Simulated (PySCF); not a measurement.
**SrO⁻: one state, many levels of theory**

State: ²Σ⁺ (doublet), unpaired electrons σ ↑. Set-up: basis Sr def2-SVPD with ECP28, O def2-SVPD; scalar-relativistic core potentials; PySCF 2.14. De refers to Sr + O⁻ in their high-spin ground configurations, without counterpoise correction. The functionals are run spin-unrestricted. A positive dipole points towards O; it is taken about the centre of mass and depends on that origin. Levels whose curve was spin-contaminated or gave no clean fit are not listed.

| Level | Re (Å) | ωe (cm⁻¹) | De (eV) | μ (D) |
| --- | --- | --- | --- | --- |
| UHF-MP2 | 2.083 | 564 | 3.70 | n/a |
| UHF-CCSD | 2.071 | 586 | n/a | n/a |
| UHF-CCSD(T) | 2.091 | 538 | n/a | n/a |
| PBE | 2.053 | 564 | 3.69 | -3.14 |
| r²SCAN | 2.041 | 596 | 3.65 | -3.24 |
| r²SCANh | 2.034 | 608 | 3.47 | -3.45 |
| PBE0 | 2.027 | 614 | 3.25 | -3.44 |
| M06-2X | 2.042 | 604 | 2.93 | -4.76 |

Task: What does a quarter of exact exchange do here, going from PBE to PBE0?

Result: PBE0 less PBE: -2.6 pm in Re, +8.9 % in ωe, -0.44 eV in De. Exact exchange removes part of the self-interaction that spreads semilocal densities, and in most molecules shortens and stiffens the bond and lowers De; so it does here.

Task: What does the step from GGA to meta-GGA do here, going from PBE to r²SCAN?

Result: r²SCAN less PBE: -1.2 pm in Re, +5.7 % in ωe, -0.04 eV in De. 

Task: What does the triples do here, going from UHF-CCSD to UHF-CCSD(T)?

Result: UHF-CCSD(T) less UHF-CCSD: +2.0 pm in Re, -8.2 % in ωe. Correlation nearly always deepens the well. The bond lengthens, as in strong covalent bonds, where excitations into antibonding orbitals dominate.

Correlated steps freeze 1 core orbital. Correlated levels converge slowly with the basis: in double zeta they bind strong bonds too weakly, by up to about 1 eV, and carry superposition errors of some tenths. Spin–orbit coupling is left out. For an ion De counts to the pair picked by the measured ionisation energies or electron affinities, which need not be the lowest pair at this level. The highest Kohn–Sham level is positive in this anion. Much of that is self-interaction error, but it also means that the finite basis helps to hold the extra electron. The CCSD T1 diagnostic is raised, a sign that a single reference may not be enough here. The state was picked by a PBE0 search and need not be the measured ground state.

The whole job (state search and all levels along the bond) took about 4 min on 1 thread of Oxide Virtual Turin-like (shared host), peak memory 0.65 GiB.
